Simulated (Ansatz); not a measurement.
Program: Ansatz. Geometries: PBE0-D4/def2-TZVP. ΔE: electronic, gas phase. CBS: MP2 limit from def2 TZ/QZ plus the TZ coupled-cluster correction, frozen cores. This one scheme is used for every species. Functionals use def2-TZVPP. B3LYP here is the variant with VWN-RPA as its local correlation; programs differ in this. Each species was taken in one conformer, which may not be the lowest.

Reaction (ligand exchange at the Al–N bond): `C=C=[N][AlH2]` + `CC(C)N` → `CC(C)[NH][AlH2]` + `C=C=N`

Problem. Is it downhill or uphill in electronic energy at CCSD(T)/CBS, and by how much? (An estimate is asked.)

Solution. The calculation gave: Uphill: ΔE = +22.7 kJ/mol.

Problem. What do these levels give: B3LYP-D4, CAM-B3LYP-D4, B2PLYP, PBE-QIDH, PBE, r2SCANh, r2SCAN0, RPA@PBE/def2-TZVPP, MP2/def2-SVP, CCSD/def2-TZVPP, HF/def2-QZVPP, MP2/CBS(def2)? (Best estimate.)

Solution. The calculation gave: B3LYP-D4 25.5, CAM-B3LYP-D4 25.1, B2PLYP 28.2, PBE-QIDH 28.1, PBE 23.9, r2SCANh 27.8, r2SCAN0 29.2, RPA@PBE/def2-TZVPP 18.3, MP2/def2-SVP 24.6, CCSD/def2-TZVPP 23.7, HF/def2-QZVPP 38.9, MP2/CBS(def2) 28.2 kJ/mol.

Largest T1 diagnostic among the species: 0.015.

Leaving LDA and LC-ωPBE aside and taking each functional with its dispersion term where it has one, the values, not all of them listed here, spread over 9.4 kJ/mol, from revPBE-D4 to BHLYP-D4. The D4 term adds −4.2 kJ/mol with B3LYP and −2.5 kJ/mol with PBE0; it sums over pairs of atoms, weighted by their polarisabilities, and B3LYP, whose exchange is more repulsive, gets the larger term.
